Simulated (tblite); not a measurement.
C6H9FOSi.
Atom-mapped SMILES: `[CH:1]#[C:2]/[C:3]([F:4])=[CH:5]/[SiH2:6][O:7][CH2:8][CH3:9]` (hydrogens: H10 on C1; H11 on C5; H12, H13 on Si6; H14, H15 on C8; H16, H17, H18 on C9)

Geometry (GFN2-xTB, Å), atoms numbered from 1 in this order:
```
atom  x, y, z in Å
C1     4.8965   -1.2920   -0.0377
C2     3.8819   -0.6811   -0.2385
C3     2.6967    0.0460   -0.4906
F4     2.8825    1.1527   -1.2582
C5     1.4811   -0.2672   -0.0552
Si6   -0.0182    0.7763   -0.4710
O7    -1.1779   -0.1105    0.2309
C8    -2.5496    0.1357    0.3043
C9    -3.2416   -0.0577   -1.0371
H10    5.7733   -1.8374    0.1487
H11    1.3892   -1.1547    0.5508
H12   -0.1862    0.9097   -1.9223
H13    0.0659    2.1170    0.1216
H14   -2.9544   -0.5683    1.0401
H15   -2.7229    1.1562    0.6675
H16   -4.3158    0.0558   -0.9205
H17   -2.8810    0.6772   -1.7519
H18   -3.0281   -1.0515   -1.4221
```

All values are computed: GFN2-xTB (tblite) harmonic vibrations without scaling, gas phase. This tight-binding method is rough: wavenumbers can miss measured ones by several per cent, in bad cases by 10 to 20. Modes of hydrogen on silicon can be 10 to 20 % off. One conformer, not necessarily the lowest.

Harmonic wavenumbers (cm⁻¹): 26.5, 36.9, 65.2, 89.2, 117.6, 143.2, 175.6, 210.2, 253.1, 284.7, 407.7, 430.9, 506.0, 512.9, 548.5, 608.4, 666.6, 676.5, 748.4, 764.2, 780.4, 799.3, 821.0, 835.5, 876.6, 981.9, 1089.6, 1094.5, 1152.2, 1169.6, 1223.3, 1267.0, 1341.3, 1398.2, 1480.0, 1485.8, 1495.3, 1656.7, 2196.3, 2236.5, 2246.1, 2899.4, 2931.1, 3045.5, 3046.9, 3049.1, 3095.6, 3392.9.

A = 4247, B = 506.5, C = 473.5 MHz; mass 144.041 u (most abundant isotopes); point group C1, symmetry number 1.

Task: What is the zero-point energy?

Result: ½Σν̃ = 28180 cm⁻¹ = 337.11 kJ/mol.

Task: Give the ideal-gas entropy at 400 K and 1 bar in the rigid-rotor, harmonic-oscillator model (classical rotation).

Result: Translation 176.95, rotation 129.75, vibration 214.43: S = 521.1 J/(mol K).

Task: And Cp and H(400 K) − H(0)?

Result: Cp = 217.80 J/(mol K), of which vibrations give 184.54 (their classical limit is 48 R = 399.1); H(400 K) − H(0) = 54.06 kJ/mol without the zero-point energy, 40.76 from vibrations.

Task: Which modes carry the vibrational entropy at 400 K?

Result: 26.5 cm⁻¹: 27.86; 36.9 cm⁻¹: 25.11; 65.2 cm⁻¹: 20.39; 89.2 cm⁻¹: 17.80; 117.6 cm⁻¹: 15.53; 143.2 cm⁻¹: 13.92 J/(mol K); the other 42 give 93.81 together.

Task: What must be added to the electronic energy to get the Gibbs energy at 400 K and 1 bar?

Result: ZPE + [H(400 K) − H(0)] − T·S = 337.11 + 54.06 − 208.45 = 182.72 kJ/mol.

Task: How do the functions run with temperature in this model?

Result: 
```csv
T (K),S (J/(mol K)),Cp (J/(mol K)),H − H(0) (kJ/mol),G − H(0) (kJ/mol),ln q(vib)
150,363.7,115.6,11.85,-42.71,5.28
250,433.0,159.4,25.60,-82.66,8.76
298.15,462.8,179.6,33.76,-104.23,10.33
600,620.7,273.3,103.55,-268.87,19.39
900,742.3,325.7,194.08,-474.02,27.22
```

q(vib) and H(0) count from the zero-point level.

Task: Blend soft modes into free rotors: weight 1/[1 + (100 cm⁻¹/ν̃)⁴] for the oscillator and the rest for a rotor with moment μB/(μ + B), μ = h/(8π²ν), B = 10⁻⁴⁴ kg m². What vibrational entropy results?

Result: 188.86 J/(mol K) in place of 214.43, which changes −T·S at 400 K by +10.23 kJ/mol.

Hindered rotation and anharmonicity are outside this model. Other conformers, if any are populated, would add a mixing term that is left out. The structure is chiral; the term R ln 2 for an equal mix with its mirror image is left out.
